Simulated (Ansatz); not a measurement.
A calculation with Ansatz (development build ahead of 0.2.0).

```yaml
crystal:
  periodic: [false, false, false]
  atoms:
    - { symbol: Ca, position_ang: [0.0, 0.0, 0.0] }
    - { symbol: O, position_ang: [0.0, 0.0, 1.975] }
    - { symbol: H, position_ang: [0.0, 0.0, 2.93] }
basis:
  gaussian: { orbitals: def2-SVP }
magnetization:
  spin_polarized: true
  initial_magnetization: 1
hamiltonian:
  xc: hf
scf:
  omitted_lower_state_checks: [stability, starts, atomic_configurations, cluster_reference, orbital_swaps, given_window_search, neighbouring_geometries, increment]
output:
  forces: true
```

The input is written out in the form of the current development build from the run's settings.

Output:

* Converged: yes
* Total energy: -752.09713 hartree
* Spin squared of the determinant: 0.750

Forces (eV/Å):
| atom | Fx | Fy | Fz |
| --- | --- | --- | --- |
| Ca1 | 0.000 | 0.000 | -0.630 |
| O2 | 0.000 | 0.000 | 1.541 |
| H3 | 0.000 | 0.000 | -0.911 |
